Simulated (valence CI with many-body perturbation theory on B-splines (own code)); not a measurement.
## As²⁸⁺: input, log and results

Calculated by configuration interaction combined with many-body perturbation theory (CI+MBPT): three valence electrons over a frozen Dirac-Fock core [He], radial functions for each j: 6 s, 6 p, 5 d, 3 f, 1 g, with Breit, model QED; selected single and double excitations, second order for the rest, scaled by the run's own slope (own B-spline code, finite nucleus).

Command, and the settings that its task file holds:

```sh
python run_cv.py task.json out
```

```
atom As  Z=33  mass_number=75  rms_radius_fm=4.0968
core [He]
valence 2s2 2p1
avg = 1
basis = S
breit = 1
cap = 10000
capref = 1200
cscale = 1
de = 0.0
dress = 0
eps = 2e-08
extrap = 1
h = 0.27
hh = 1
l2 = 3
lcore = 6
maxit = 60
n2 = 5
natural = 0
nlev = 21
nno = [3, 3, 3, 2, 1]
nroot = 26
nsp = [3, 3, 2, 1, 0]
pt2 = 1
qed = 1
rpa = 1
s1 = 0
s2 = 0
s3 = 0
screen = 1
tol = 2e-05
whole = 1
```

It took 5.6 s on 1 thread of Arm Neoverse V2, on a shared host.

Log. The first blocks belong to the next ion, which gives the ionisation energy. Fields: 2J, parity (1 odd), roots, reference size, generating configurations, candidates as configurations/state functions, variational space P, stored matrix elements, Davidson steps; e2 is the range of second-order energies in hartree. The first line gives the box (bohr), its intervals, the orbitals and the steps of their self-consistent field. Window is the range of levels sought, series limit the energy at which the first omitted orbital would enter, core excitation an estimate of the first excitation out of the core, left out the lowest levels not solved, and shifts from estimates the range by which levels moved from their first estimate, all in cm⁻¹.

```
rmax 2.0 intervals 56 orbitals 36 references ['2s2 2p', '2s 2p2', '2p3'] scf 2 t 0.3
2J=0 par=0 roots 2 ref 15 generators 3 cand 90/90 P 105/105 nnz 0 it 0
2J=0 par=0 roots 2 ref 15 generators 4 cand 0/0 P 105/105 nnz 0 it 0
   second order: generators 5 cand 2/2 e2 -0.00000 -0.00000
reference levels 291, estimated 271, window 14514362 1/cm; series limit 18848226, core excitation 86889368
2J=1 par=1 roots 8 ref 32 generators 13 cand 27/36 P 1705/2462 nnz 0 it 3
2J=1 par=1 roots 8 ref 32 generators 13 cand 140/244 P 1845/2706 nnz 9.2e+05 it 3
   second order: generators 24 cand 360/500 e2 -0.00000 -0.00000
2J=3 par=1 roots 12 ref 47 generators 16 cand 160/291 P 1740/3418 nnz 1.5e+06 it 3
2J=3 par=1 roots 12 ref 47 generators 16 cand 214/552 P 1954/3970 nnz 2e+06 it 3
   second order: generators 29 cand 927/1915 e2 -0.00000 -0.00000
2J=1 par=0 roots 9 ref 34 generators 13 cand 86/132 P 1642/2387 nnz 0 it 4
2J=1 par=0 roots 9 ref 34 generators 15 cand 49/73 P 1691/2460 nnz 0 it 4
   second order: generators 24 cand 470/670 e2 -0.00000 -0.00000
2J=3 par=0 roots 10 ref 45 generators 13 cand 189/399 P 1730/3446 nnz 1.6e+06 it 3
2J=3 par=0 roots 10 ref 45 generators 14 cand 121/308 P 1851/3754 nnz 1.8e+06 it 4
   second order: generators 24 cand 683/1477 e2 -0.00000 -0.00000
2J=5 par=0 roots 7 ref 39 generators 12 cand 282/645 P 1584/3270 nnz 1.5e+06 it 4
2J=5 par=0 roots 7 ref 39 generators 13 cand 162/431 P 1746/3701 nnz 1.8e+06 it 4
   second order: generators 24 cand 767/1916 e2 -0.00000 -0.00000
2J=5 par=1 roots 6 ref 36 generators 10 cand 249/548 P 1466/3083 nnz 1.4e+06 it 3
2J=5 par=1 roots 6 ref 36 generators 10 cand 253/662 P 1719/3745 nnz 2e+06 it 4
   second order: generators 17 cand 887/2216 e2 -0.00000 -0.00000
2J=7 par=1 roots 2 ref 21 generators 5 cand 64/141 P 1358/2736 nnz 1.1e+06 it 3
2J=7 par=1 roots 2 ref 21 generators 5 cand 148/436 P 1506/3172 nnz 1.5e+06 it 4
   second order: generators 9 cand 678/1741 e2 -0.00000 -0.00000
2J=7 par=0 roots 2 ref 19 generators 5 cand 37/82 P 1224/2487 nnz 0 it 3
2J=7 par=0 roots 2 ref 19 generators 5 cand 229/561 P 1453/3048 nnz 1.3e+06 it 4
   second order: generators 8 cand 649/1609 e2 -0.00000 -0.00000
2J=9 par=1 roots 1 ref 7 generators 1 cand 138/248 P 791/1478 nnz 0 it 4
2J=9 par=1 roots 1 ref 7 generators 1 cand 131/323 P 922/1801 nnz 0 it 4
   second order: generators 6 cand 679/1620 e2 -0.00000 -0.00000
left out: unestimated 21046814, estimated 15344024, shifts from estimates -1 to 2
operators 0.1
```

The Davidson iterations converged.

No measured spectrum was set against this ion. As an estimate, large intervals hold to a few tenths of a per cent, small ones and those within an open d or f shell to about a per cent.

```yaml
Valence_energy: -359.6867 hartree
Ionisation_energy: "3088.2 eV (NIST: 3088.1 ± 1.9 eV (semi-empirical))"
Reference_configurations_for_the_orbitals: 2s2 2p, 2s 2p2, 2p3
Radial_orbitals: 36
Box_radius: 2.013 bohr
Largest_variational_space: 3970
Lowest_levels: 2s2 2p 2P°_1/2 0, 2s2 2p 2P°_3/2 336540, 2s 2p2 4P_1/2 603160, 2s 2p2 4P_3/2 800130, 2s 2p2 4P_5/2 915340, 2s 2p2 2D_3/2 1181100, 2s 2p2 2P_1/2 1273800, 2s 2p2 2D_5/2 1313300, 2s 2p2 2S_1/2 1632900, 2s 2p2 2P_3/2 1646300, 2p3 4S°_3/2 1918000, 2p3 2D°_3/2 2177000, 2p3 2D°_5/2 2258500, 2p3 2P°_1/2 2444300 cm⁻¹
```

Names give the largest LS component (configuration and term), which can be under half, so a name can repeat, a term be missing and a line seem to break the LS rules; names also repeat where a configuration has a term twice.
